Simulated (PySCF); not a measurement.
# Phosphorus: a sound run and one with changed settings

Sound run: P+ [Ne] 3s2 3p2, P(2+) [Ne] 3s2 3p1. Calculation: PySCF 2.14, in cc-pVDZ-DK (4s3p1d, 18 functions); the spin-free X2C one-electron Hamiltonian (Gaussian nucleus). In the sound run the correlated levels freeze [Ne]. The sound run starts from symmetry-adapted Hartree-Fock orbitals and uses a fine grid where one is needed.

Changed run: the non-relativistic Hamiltonian (point nucleus). This setting is unsound on purpose.

```csv
species,method,sound run (hartree),changed run (hartree),converged
P+,UHF,-341.15877,-340.16394,yes
P+,PBE0,-341.56715,-340.57272,yes
P+,r2SCAN,-341.66386,-340.66956,yes
P+,MP2,-341.20817,-340.21335,yes
P+,CCSD(T),-341.22954,-340.23481,yes
P(2+),UHF,-340.45437,-339.45911,yes
P(2+),PBE0,-340.83854,-339.84365,yes
P(2+),r2SCAN,-340.93090,-339.93611,yes
P(2+),MP2,-340.49260,-339.49738,yes
P(2+),CCSD(T),-340.51279,-339.51771,yes
```

Ionisation energy of P+:

```tsv
method	sound run (eV)	changed run (eV)
UHF	19.168	19.179
PBE0	19.826	19.839
r2SCAN	19.945	19.958
MP2	19.472	19.482
SCS-MP2	19.395	19.406
CCSD	19.495	19.505
CCSD(T)	19.504	19.513
```

Most of the change in total energy is the relativistic energy itself. On top of that the contraction fixes the core shape for the Hamiltonian it was made with, so the changed run is not a good calculation with the other Hamiltonian either.

For comparison, NIST gives 19.769 eV between the lowest levels.
